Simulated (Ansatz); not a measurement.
`[OH][Mg-]1[O]C=CC=[O+]1` + H–F → `[F][Mg-]1[O]C=CC=[O+]1` + H₂O at 298.15 K and 1 bar (ligand exchange at a Mg–O bond).

Computed with Ansatz on PBE0-D4/def2-TZVP structures; ΔE is electronic, products minus reactants. CCSD(T)/CBS is the MP2 limit (def2-TZVPP, def2-QZVPP) plus CCSD(T) − MP2 in def2-TZVPP, frozen cores. This one scheme is used for every species. For Mg outer-core shells are correlated without core-valence functions, which leaves a few kJ/mol of doubt a bond. Each species was taken in one conformer, which may not be the lowest.

```
                  species  CCSD(T)/CBS energy (Eh)  H − E (kJ/mol)  S (J/(mol·K))
`[OH][Mg-]1[O]C=CC=[O+]1`               -542.09879           209.2          371.2
                      H–F               -100.39570            33.5          173.6
 `[F][Mg-]1[O]C=CC=[O+]1`               -566.13969           179.5          349.1
                      H₂O                -76.37941            66.4          188.7
```

H − E and S are ideal-gas, rigid-rotor, harmonic terms from PBE0-D4/def2-TZVP, for one conformer and one mirror image of each species. 1 Eh = 2625.50 kJ/mol, R = 8.31446 J/(mol·K).

**Question.** By hand: ΔE, ΔH, ΔS and ΔG.

**Answer.** ΔE = (-566.13969) + (-76.37941) − (-542.09879) − (-100.39570) = -0.02461 Eh = -64.6 kJ/mol. Δ(H − E) = 179.5 + 66.4 − 209.2 − 33.5 = 3.2, so ΔH = -61.4 kJ/mol. ΔS = 349.1 + 188.7 − 371.2 − 173.6 = -7.0 J/(mol·K). ΔG = -61.4 − 298.15 × (-7.0)/1000 = -59.3 kJ/mol.

**Question.** By hand: the equilibrium constant, and the temperature at which ΔG would vanish if ΔH and ΔS stayed fixed.

**Answer.** log₁₀ K = −ΔG/(RT ln 10) = 10.4. ΔG = 0 at ΔH/ΔS = 8771 K, far beyond where these terms or the molecules hold.

The number of gas molecules stays the same, so ΔS is small and ΔH decides. A doubt of 5 kJ/mol in ΔE shifts log₁₀ K by 0.9 here. Other conformers and mirror images would add mixing entropy, several J/(mol·K) or more a flexible species. These are equilibria of isolated gas molecules and say nothing of rates. Largest T1 diagnostic: 0.016 (customary marks: 0.02 for closed shells, 0.045 for open ones).
